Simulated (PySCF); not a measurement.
C₄H₁₃AlGe (SMILES [CH3][Al]([CH3])[CH2][CH2][GeH3]), singlet, geometry from GFN2-xTB (such geometries of metal compounds can be far from the true shape); CASSCF(6,5)/STO-3G in PySCF.

Input for PySCF:
```python
from pyscf import gto, scf, mcscf
import numpy

mol = gto.M(
    atom='''
Ge    2.40991371    0.29019385    0.38794435
C     0.49340601    0.59710791    0.02644132
C    -0.28384400   -0.72889769   -0.04595362
Al   -2.24255543   -0.38685518   -0.35357439
C    -2.91067086    1.49206842   -0.31670049
C    -3.46085104   -1.92828729   -0.67669557
H     3.02259157   -0.57432444   -0.67095415
H     2.59878521   -0.44355725    1.68022164
H     3.24047343    1.53737067    0.46749927
H     0.38522777    1.14669691   -0.91200324
H     0.07487157    1.23626601    0.80815924
H     0.14980107   -1.35880082   -0.83680529
H    -0.11362540   -1.29401115    0.88286364
H    -3.97537844    1.52147110   -0.57496802
H    -2.81748428    1.96488863    0.66703021
H    -2.39824336    2.15626416   -1.02065427
H    -2.95120531   -2.89372557   -0.58471291
H    -3.90997522   -1.90370131   -1.67536372
H    -4.29809739   -1.94387108    0.02938554
''',
    basis='sto-3g',
    verbose=4,
)

mf = scf.RHF(mol)
mf.kernel()
mc = mcscf.CASSCF(mf, 5, 6)
mc.fix_spin_(ss=0.0)
mc.kernel()
occ = numpy.linalg.eigvalsh(mc.fcisolver.make_rdm1(mc.ci, mc.ncas, mc.nelecas))[::-1]
ss = mc.fcisolver.spin_square(mc.ci, mc.ncas, mc.nelecas)[0]
print('natural occupations', occ.round(4), ' <S^2>', round(ss, 4))
```

Predict the main parts of the log of this PySCF run.


```
PySCF version 2.14.0

[INPUT] verbose = 4
[INPUT] num. atoms = 19
[INPUT] num. electrons = 82
[INPUT] charge = 0
[INPUT] spin (= nelec alpha-beta = 2S) = 0
[INPUT] symmetry False subgroup None
[INPUT] Mole.unit = angstrom
[INPUT] Symbol           X                Y                Z      unit          X                Y                Z       unit  Magmom
[INPUT]  1 Ge     2.409913710000   0.290193850000   0.387944350000 AA    4.554076895735   0.548386899533   0.733108573072 Bohr   0.0
[INPUT]  2 C      0.493406010000   0.597107910000   0.026441320000 AA    0.932402227114   1.128370416711   0.049966853172 Bohr   0.0
[INPUT]  3 C     -0.283844000000  -0.728897690000  -0.045953620000 AA   -0.536387422101  -1.377417006928  -0.086839756232 Bohr   0.0
[INPUT]  4 Al    -2.242555430000  -0.386855180000  -0.353574390000 AA   -4.237815581856  -0.731050340069  -0.668158761760 Bohr   0.0
[INPUT]  5 C     -2.910670860000   1.492068420000  -0.316700490000 AA   -5.500370764152   2.819600672913  -0.598477189616 Bohr   0.0
[INPUT]  6 C     -3.460851040000  -1.928287290000  -0.676695570000 AA   -6.540060623516  -3.643934867580  -1.278769297006 Bohr   0.0
[INPUT]  7 H      3.022591570000  -0.574324440000  -0.670954150000 AA    5.711870253719  -1.085315898244  -1.267919585640 Bohr   0.0
[INPUT]  8 H      2.598785210000  -0.443557250000   1.680221640000 AA    4.910992303470  -0.838201723065   3.175158728168 Bohr   0.0
[INPUT]  9 H      3.240473430000   1.537370670000   0.467499270000 AA    6.123607296630   2.905209518239   0.883445583734 Bohr   0.0
[INPUT] 10 H      0.385227770000   1.146696910000  -0.912003240000 AA    0.727974980877   2.166943107785  -1.723436348316 Bohr   0.0
[INPUT] 11 H      0.074871570000   1.236266010000   0.808159240000 AA    0.141486761816   2.336204176009   1.527199628637 Bohr   0.0
[INPUT] 12 H      0.149801070000  -1.358800820000  -0.836805290000 AA    0.283082995467  -2.567761407634  -1.581332817687 Bohr   0.0
[INPUT] 13 H     -0.113625400000  -1.294011150000   0.882863640000 AA   -0.214720886794  -2.445326675633   1.668370484937 Bohr   0.0
[INPUT] 14 H     -3.975378440000   1.521471100000  -0.574968020000 AA   -7.512376493101   2.875163685441  -1.086532088183 Bohr   0.0
[INPUT] 15 H     -2.817484280000   1.964888630000   0.667030210000 AA   -5.324273649467   3.713101375972   1.260504413711 Bohr   0.0
[INPUT] 16 H     -2.398243360000   2.156264160000  -1.020654270000 AA   -4.532023130457   4.074748714615  -1.928757038168 Bohr   0.0
[INPUT] 17 H     -2.951205310000  -2.893725570000  -0.584712910000 AA   -5.576969773262  -5.468348806951  -1.104947261397 Bohr   0.0
[INPUT] 18 H     -3.909975220000  -1.903701310000  -1.675363720000 AA   -7.388782319636  -3.597474098876  -3.165978589833 Bohr   0.0
[INPUT] 19 H     -4.298097390000  -1.943871080000   0.029385540000 AA   -8.122226923808  -3.673383962663   0.055530622622 Bohr   0.0

nuclear repulsion = 460.48838426415
number of shells = 38
number of NR pGTOs = 180
number of NR cGTOs = 60
basis = sto-3g
ecp = {}

******** <class 'pyscf.scf.hf.RHF'> ********
method = RHF
initial guess = minao
damping factor = 0
level_shift factor = 0
DIIS = <class 'pyscf.scf.diis.CDIIS'>
diis_start_cycle = 1
diis_space = 8
diis_damp = 0
SCF conv_tol = 1e-09
SCF conv_tol_grad = None
SCF max_cycles = 50
direct_scf = True
direct_scf_tol = 1e-13
Set gradient conv threshold to 3.16228e-05
Initial guess from minao.
init E= -2445.30373462732
  HOMO = -0.337243454897017  LUMO = 0.063780910263263  gap/eV = 10.91243
cycle= 1 E= -2447.94111423481  delta_E= -2.64  |g|= 0.482  |ddm|= 4.78
  HOMO = -0.23140516845376  LUMO = 0.321263136578963  gap/eV = 15.03887
cycle= 2 E= -2448.03496819797  delta_E= -0.0939  |g|= 0.0777  |ddm|= 0.899
  HOMO = -0.277044878844243  LUMO = 0.322348246255909  gap/eV = 16.31032
cycle= 3 E= -2448.0383249671  delta_E= -0.00336  |g|= 0.0236  |ddm|= 0.17
  HOMO = -0.275300807401532  LUMO = 0.321046544586553  gap/eV = 16.22744
cycle= 4 E= -2448.03861337596  delta_E= -0.000288  |g|= 0.00487  |ddm|= 0.0538
  HOMO = -0.276194019443163  LUMO = 0.321571312914494  gap/eV = 16.26602
cycle= 5 E= -2448.03862826034  delta_E= -1.49e-05  |g|= 0.00101  |ddm|= 0.0125
  HOMO = -0.276003288855825  LUMO = 0.321809527688204  gap/eV = 16.26732
cycle= 6 E= -2448.03862907774  delta_E= -8.17e-07  |g|= 0.00024  |ddm|= 0.00303
  HOMO = -0.276059280923678  LUMO = 0.321807677067167  gap/eV = 16.26879
cycle= 7 E= -2448.03862911257  delta_E= -3.48e-08  |g|= 4.88e-05  |ddm|= 0.000578
  HOMO = -0.276058119409072  LUMO = 0.321803555936642  gap/eV = 16.26864
cycle= 8 E= -2448.03862911436  delta_E= -1.79e-09  |g|= 7.86e-06  |ddm|= 0.000149
  HOMO = -0.276056984066308  LUMO = 0.321805471465227  gap/eV = 16.26867
cycle= 9 E= -2448.0386291144  delta_E= -4.18e-11  |g|= 1.15e-06  |ddm|= 2.11e-05
  HOMO = -0.276057045228524  LUMO = 0.321805476402303  gap/eV = 16.26867
Extra cycle  E= -2448.03862911441  delta_E= -8.19e-12  |g|= 4.26e-07  |ddm|= 2.32e-06
converged SCF energy = -2448.03862911441

******** <class 'pyscf.mcscf.mc1step.CASSCF'> ********
CAS (3e+3e, 5o), ncore = 38, nvir = 17
max_cycle_macro = 50
max_cycle_micro = 4
conv_tol = 1e-07
conv_tol_grad = None
orbital rotation max_stepsize = 0.02
orbital rotation threshold for CI restart = 0.01
augmented hessian ah_max_cycle = 30
augmented hessian ah_conv_tol = 1e-12
augmented hessian ah_linear dependence = 1e-14
augmented hessian ah_level shift = 1e-08
augmented hessian ah_start_tol = 2.5
augmented hessian ah_start_cycle = 3
augmented hessian ah_grad_trust_region = 3
kf_trust_region = 3
kf_interval = 4
ci_response_space = 4
ci_grad_trust_region = 3
with_dep4 0
natorb = False
canonicalization = True
sorting_mo_energy = False
ao2mo_level = 2
internal_rotation = False
******** <class 'pyscf.fci.addons.SpinPenaltyFCISolver'> ********
max. cycles = 50
conv_tol = 1e-08
davidson only = True
linear dependence = 1e-12
level shift = 0.001
max iter space = 12
nroots = 1
pspace_size = 400
spin = None
CASCI E = -2448.04276325941  S^2 = 0.0000000
Set conv_tol_grad to 0.000316228
macro iter   1 ( 21 JK    4 micro), CASSCF E = -2448.04637635393  dE = -3.61309452e-03  S^2 = 0.0000000
               |grad[o]|=0.0101  |grad[c]|=0.0151  |ddm|=0.0218  |maxRot[o]|=0.209
macro iter   2 ( 21 JK    4 micro), CASSCF E = -2448.04917131076  dE = -2.79495683e-03  S^2 = 0.0000000
               |grad[o]|=0.00854  |grad[c]|=0.0145  |ddm|=0.00892  |maxRot[o]|=0.219
macro iter   3 ( 21 JK    4 micro), CASSCF E = -2448.05165619403  dE = -2.48488327e-03  S^2 = 0.0000000
               |grad[o]|=0.00952  |grad[c]|=0.00603  |ddm|=0.0156  |maxRot[o]|=0.244
macro iter   4 ( 21 JK    4 micro), CASSCF E = -2448.05269671343  dE = -1.04051940e-03  S^2 = 0.0000000
               |grad[o]|=0.00804  |grad[c]|=0.0064  |ddm|=0.00537  |maxRot[o]|=0.0823
macro iter   5 ( 21 JK    4 micro), CASSCF E = -2448.05444210254  dE = -1.74538911e-03  S^2 = 0.0000000
               |grad[o]|=0.00457  |grad[c]|=0.0105  |ddm|=0.0137  |maxRot[o]|=0.313
macro iter   6 ( 21 JK    4 micro), CASSCF E = -2448.05909946592  dE = -4.65736338e-03  S^2 = 0.0000000
               |grad[o]|=0.00683  |grad[c]|=0.012  |ddm|=0.0181  |maxRot[o]|=0.312
macro iter   7 ( 21 JK    4 micro), CASSCF E = -2448.06429394780  dE = -5.19448188e-03  S^2 = 0.0000000
               |grad[o]|=0.0127  |grad[c]|=0.00928  |ddm|=0.00956  |maxRot[o]|=0.311
macro iter   8 ( 17 JK    4 micro), CASSCF E = -2448.06521971814  dE = -9.25770340e-04  S^2 = 0.0000000
               |grad[o]|=0.00737  |grad[c]|=0.00402  |ddm|=0.00275  |maxRot[o]|=0.128
macro iter   9 ( 21 JK    4 micro), CASSCF E = -2448.06532022235  dE = -1.00504212e-04  S^2 = 0.0000000
               |grad[o]|=0.00345  |grad[c]|=0.0104  |ddm|=0.00112  |maxRot[o]|=0.0592
macro iter  10 ( 21 JK    4 micro), CASSCF E = -2448.06531638203  dE =  3.84031728e-06  S^2 = 0.0000000
               |grad[o]|=0.00185  |grad[c]|=0.00222  |ddm|=0.000517  |maxRot[o]|=0.119
macro iter  11 ( 21 JK    4 micro), CASSCF E = -2448.06537205085  dE = -5.56688206e-05  S^2 = 0.0000000
               |grad[o]|=0.00183  |grad[c]|=0.000579  |ddm|=0.00109  |maxRot[o]|=0.0515
macro iter  12 ( 17 JK    4 micro), CASSCF E = -2448.06536170651  dE =  1.03443426e-05  S^2 = 0.0000000
               |grad[o]|=0.0015  |grad[c]|=0.00283  |ddm|=0.00205  |maxRot[o]|=0.0577
macro iter  13 ( 21 JK    4 micro), CASSCF E = -2448.06540021426  dE = -3.85077497e-05  S^2 = 0.0000000
               |grad[o]|=0.00121  |grad[c]|=0.000951  |ddm|=0.000894  |maxRot[o]|=0.0364
macro iter  14 ( 21 JK    4 micro), CASSCF E = -2448.06544452616  dE = -4.43119015e-05  S^2 = 0.0000000
               |grad[o]|=0.00108  |grad[c]|=0.000807  |ddm|=5.93e-05  |maxRot[o]|=0.0326
macro iter  15 (  7 JK    2 micro), CASSCF E = -2448.06550847067  dE = -6.39445134e-05  S^2 = 0.0000000
               |grad[o]|=0.00086  |grad[c]|=0.000478  |ddm|=0.00152  |maxRot[o]|=0.0445
macro iter  16 (  7 JK    2 micro), CASSCF E = -2448.06559404028  dE = -8.55696067e-05  S^2 = 0.0000000
               |grad[o]|=0.000786  |grad[c]|=0.00122  |ddm|=0.00253  |maxRot[o]|=0.0558
macro iter  17 (  7 JK    2 micro), CASSCF E = -2448.06568377534  dE = -8.97350601e-05  S^2 = 0.0000000
               |grad[o]|=0.000743  |grad[c]|=0.00275  |ddm|=0.00284  |maxRot[o]|=0.0624
macro iter  18 (  7 JK    2 micro), CASSCF E = -2448.06575944485  dE = -7.56695090e-05  S^2 = 0.0000000
               |grad[o]|=0.000695  |grad[c]|=0.00441  |ddm|=0.00254  |maxRot[o]|=0.066
macro iter  19 (  7 JK    2 micro), CASSCF E = -2448.06580586179  dE = -4.64169416e-05  S^2 = 0.0000000
               |grad[o]|=0.000548  |grad[c]|=0.00564  |ddm|=0.00196  |maxRot[o]|=0.0679
macro iter  20 (  5 JK    2 micro), CASSCF E = -2448.06581450655  dE = -8.64476397e-06  S^2 = 0.0000000
               |grad[o]|=0.000275  |grad[c]|=0.00121  |ddm|=0.000343  |maxRot[o]|=0.0296
macro iter  21 (  6 JK    1 micro), CASSCF E = -2448.06581623304  dE = -1.72648197e-06  S^2 = 0.0000000
               |grad[o]|=0.000108  |grad[c]|=0.000703  |ddm|=0.000122  |maxRot[o]|=0.0167
macro iter  22 (  5 JK    1 micro), CASSCF E = -2448.06581629993  dE = -6.68951543e-08  S^2 = 0.0000000
               |grad[o]|=3.67e-05  |grad[c]|=0.000162  |ddm|=1.75e-05  |maxRot[o]|=0.00348
1-step CASSCF converged in  22 macro (337 JK  70 micro) steps
CASSCF canonicalization
Density matrix diagonal elements [1.99589903 1.98297745 1.97509414 0.01949256 0.02653682]
CASSCF energy = -2448.06581629993
CASCI E = -2448.06581629993  E(CI) = -6.95886525624474  S^2 = 0.0000000
natural occupations [1.9993 1.9809 1.9743 0.0298 0.0156]  <S^2> 0.0
```
